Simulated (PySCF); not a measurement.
# SiH5NO3

The system: SiH5NO3, a small molecule; neutral, singlet. The structure, one conformer, was relaxed in the gas phase by PBE0-D3(BJ)/def2-SVP. No frequency run checks that it is a minimum.

SMILES: N[Si](O)(O)O

```csv
atom,x (Å),y (Å),z (Å)
O1,-0.471,-0.901,-1.387
Si2,0.173,-0.012,-0.143
O3,0.853,1.354,-0.783
O4,1.429,-0.784,0.607
N5,-1.085,0.291,0.965
H6,-0.480,-1.852,-1.246
H7,0.240,1.979,-1.180
H8,2.294,-0.564,0.246
H9,-0.920,0.611,1.910
H10,-1.997,-0.127,0.843
```

Shieldings: GIAO PBE0/pcSseg-2. Shifts are against computed references at the same level: H TMS (σ 31.24 ppm), Si TMS (σ 341.3 ppm). Core levels by delta-SCF with SCAN, pcX-2 on the ionised atom and pcseg-1 elsewhere, spin-free X2C (2p3/2 is the spin-free 2p value less a third of a first-order spin-orbit splitting); from the vacuum level, for chosen atoms.

Problem. Give the NMR and core-level values of the distinct atoms.

Solution. 
```csv
atoms,bonded to,σ (ppm),δ (ppm),core level (eV)
O1,1 Si + 1 H,273.6,-,1s 538.62
Si2,1 N + 3 O,394.2,-53.0,2p3/2 108.16
O3,1 Si + 1 H,270.4,-,1s 538.59
O4,1 Si + 1 H,276.4,-,1s 538.62
N5,1 Si + 2 H,239.6,-,1s 404.88
H6,1 O,29.81,1.43,-
H7,1 O,29.76,1.48,-
H8,1 O,29.63,1.62,-
H9,1 N,30.43,0.82,-
H10,1 N,30.31,0.94,-
```

Values are those of this one static structure; atoms that internal rotation interchanges would show their mean in an NMR spectrum.

Problem. By CAM-B3LYP/def2-SVPD (TDDFT singlets, Tamm-Dancoff triplets, ionisation by delta-SCF), where does absorption start, and what does vertical ionisation take?

Solution. The lowest singlet lies at 6.64 eV (f 0.047), the strongest of the first 6 at 8.51 eV (f 0.056), the lowest triplet at 6.31 eV; vertical ionisation takes 10.35 eV.
